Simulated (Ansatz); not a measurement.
Relaxation of C₃H₇FSn (12 atoms, charge 0, multiplicity 1), to a largest force component of 0.015 eV/Å in at most 40 steps.

Method: RKS PBE-D4/def2-SVP in Ansatz 0.2.0.

```xyz
12
Properties=species:S:1:pos:R:3
C -1.790 0.232 -0.608
Sn -0.278 -1.103 -0.123
C 1.205 -0.071 0.948
C 1.961 0.976 0.430
F 2.962 1.450 1.258
H -2.633 -0.238 -1.185
H -2.239 0.705 0.315
H -1.387 1.112 -1.252
H 0.414 -1.742 -1.550
H -0.921 -2.392 0.886
H 1.468 -0.406 1.987
H 1.841 1.291 -0.572
```

Question: Where does it end, and by what steps?

Answer: The forces met the threshold. The force dipped under the threshold on the way, but the program's further checks kept it going. After 19 steps the energy has fallen by 0.489 eV; H12 moved furthest, 1.23 Å.

```json
{"step": "0", "energy less start (eV)": "0.0000", "largest force component (eV/Å)": "4.154", "accepted": "yes"}
{"step": "1", "energy less start (eV)": "-0.2368", "largest force component (eV/Å)": "1.725", "accepted": "yes"}
{"step": "2", "energy less start (eV)": "-0.4405", "largest force component (eV/Å)": "0.315", "accepted": "yes"}
{"step": "3", "energy less start (eV)": "-0.4461", "largest force component (eV/Å)": "0.242", "accepted": "yes"}
{"step": "4", "energy less start (eV)": "-0.4578", "largest force component (eV/Å)": "0.030", "accepted": "yes"}
{"step": "5", "energy less start (eV)": "-0.4588", "largest force component (eV/Å)": "0.009", "accepted": "yes"}
{"step": "6", "energy less start (eV)": "-0.4605", "largest force component (eV/Å)": "0.257", "accepted": "yes"}
{"step": "7", "energy less start (eV)": "-0.4636", "largest force component (eV/Å)": "0.201", "accepted": "yes"}
{"step": "8", "energy less start (eV)": "-0.4677", "largest force component (eV/Å)": "0.181", "accepted": "yes"}
{"step": "9", "energy less start (eV)": "-0.4705", "largest force component (eV/Å)": "0.352", "accepted": "yes"}
{"step": "10", "energy less start (eV)": "-0.4762", "largest force component (eV/Å)": "0.207", "accepted": "yes"}
{"step": "11", "energy less start (eV)": "-0.4827", "largest force component (eV/Å)": "0.043", "accepted": "yes"}
{"step": "12", "energy less start (eV)": "-0.4850", "largest force component (eV/Å)": "0.285", "accepted": "yes"}
{"step": "13", "energy less start (eV)": "-0.4868", "largest force component (eV/Å)": "0.135", "accepted": "yes"}
{"step": "14", "energy less start (eV)": "-0.4887", "largest force component (eV/Å)": "0.026", "accepted": "yes"}
{"step": "15", "energy less start (eV)": "-0.4890", "largest force component (eV/Å)": "0.040", "accepted": "yes"}
{"step": "16", "energy less start (eV)": "-0.4893", "largest force component (eV/Å)": "0.026", "accepted": "yes"}
{"step": "17", "energy less start (eV)": "-0.4894", "largest force component (eV/Å)": "0.029", "accepted": "yes"}
{"step": "18", "energy less start (eV)": "-0.4895", "largest force component (eV/Å)": "0.020", "accepted": "yes"}
{"step": "19", "energy less start (eV)": "-0.4895", "largest force component (eV/Å)": "0.003", "accepted": "yes"}
```

```xyz
12
Properties=species:S:1:pos:R:3
C -2.083 0.189 -0.513
Sn -0.245 -0.930 -0.231
C 1.122 0.208 0.971
C 2.305 0.615 0.490
F 3.185 1.339 1.210
H -2.790 -0.391 -1.136
H -2.549 0.394 0.469
H -1.858 1.150 -1.015
H 0.540 -1.219 -1.749
H -0.585 -2.437 0.553
H 0.867 0.484 2.009
H 2.693 0.410 -0.525
```

Whether the end is a true minimum wasn't checked by a vibrational analysis.

Run time: 48 s on 2 threads of Arm Neoverse V1, on a shared host, peak memory 0.16 GiB.
